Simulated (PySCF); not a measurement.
**S¹¹⁺: ionisation energy**

S¹¹⁺ [He] 2s2 2p1 (2P) → S¹²⁺ [He] 2s2 (1S), as a difference of total energies. Calculation: PySCF 2.14, in an uncontracted even-tempered set (18 s from 1.1 bohr⁻², ratio 2.2; 11 p from 1.4 bohr⁻², ratio 2.2; 6 d from 7.5 bohr⁻², ratio 2.4; 5 f from 11 bohr⁻², ratio 2.4; 5 g from 17 bohr⁻², ratio 2.4); the non-relativistic Hamiltonian (point nucleus). Correlated levels: nothing frozen; virtual orbitals above 40 to 60 times the deepest correlated orbital energy dropped. The calculations carry no spin-orbit coupling.

```csv
method,ionisation energy (eV)
UHF,563.56
LDA,563.17
PBE,564.44
PBE0,564.41
r2SCAN,565.04
BLYP,565.13
M06-L,565.00
MP2 (all electrons),563.55
SCS-MP2 (all electrons),563.36
```

A first-order spin-orbit estimate (lowest level to lowest level, LS coupling) adds 1.086 eV.

These non-relativistic numbers lack the scalar-relativistic shift.

For comparison: 564.41 ± 0.05 eV (semi-empirical (NIST evaluation); NIST Atomic Spectra Database, ionization energies).
